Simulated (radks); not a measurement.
Results of a calculation; reference values are marked as such.
Problem. Se II, 33 electrons, occupied as [Ar] 3d10 4s2 4p3 (the NIST ground configuration). Level of theory: Dirac Kohn-Sham, PBEsol, spin-unpolarised, spherical densities, point nucleus; open shells fill j = l - 1/2 first (a radial shooting solver on a logarithmic mesh with Libxc functionals). Some entries of the table are withheld. Estimate them.

orbital,occ.,eigenvalue (eV),<r> (bohr)
1s1/2,2,-12501.66,(1)
2s1/2,2,-1615.628,0.1958
2p1/2,2,-1450.816,0.1686
2p3/2,4,-1409.104,0.1724
3s1/2,2,-223.3654,0.5743
3p1/2,2,(2),0.5827
3p3/2,4,(3),0.5933
3d3/2,4,(4),0.6276
3d5/2,6,(5),0.6320
4s1/2,2,-26.7835,(6)
4p1/2,2,-15.6464,(7)
4p3/2,1,-15.2012,(8)

Solution. 
(1) 1s1/2 <r> (bohr): 0.04410
(2) 3p1/2 eigenvalue (eV): -167.0259
(3) 3p3/2 eigenvalue (eV): -161.1510
(4) 3d3/2 eigenvalue (eV): -63.9752
(5) 3d5/2 eigenvalue (eV): -63.0794
(6) 4s1/2 <r> (bohr): 1.745
(7) 4p1/2 <r> (bohr): 2.093
(8) 4p3/2 <r> (bohr): 2.131
